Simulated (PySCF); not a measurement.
## Polarisability and C₆ of Yb (ytterbium, neutral)

[Xe] 4f14 6s2, closed-shell 1S. Calculation: PySCF 2.14, in ANO-RCC-VTZP; the spin-free X2C one-electron Hamiltonian (Gaussian nucleus). Coupled (time-dependent) response in atomic units; α is the mean over directions. The basis has no added diffuse functions, which lowers α and C₆.

```csv
method,mean α (bohr³),C₆ (like pair),S(−4)
UHF,173.2,2651,13680
PBE,138.8,1902,9054
```

S(−4) is the Cauchy moment in α(ω) = α(0) + S(−4) ω² + …

Reference α: 139 ± 6 bohr³ (recommended; Schwerdtfeger and Nagle, table of static dipole polarizabilities (2023 update)). Published C₆: 1910 (Gould and Bucko (2016)).

Hartree-Fock lies above the reference because it lacks correlation, which contracts the outer shell.

α(iu) at PBE:

```
u (hartree)  α(iu) (bohr³)
          0          138.8
     0.0500          119.6
      0.100          85.32
      0.200          41.71
      0.300          24.08
      0.500          11.92
      0.750          7.178
       1.00          5.156
       1.50          3.283
       2.00          2.366
       3.00          1.448
       5.00         0.7257
```

A single London oscillator, α(iu) = α/(1 + u²/ω²), gives C₆ = (3/4) ω α². Matching the computed C₆ needs ω = 4 × 1902 / (3 × 138.8²) = 0.132 hartree.

Spin-orbit coupling, which splits the p, d and f shells strongly at this Z, is absent.
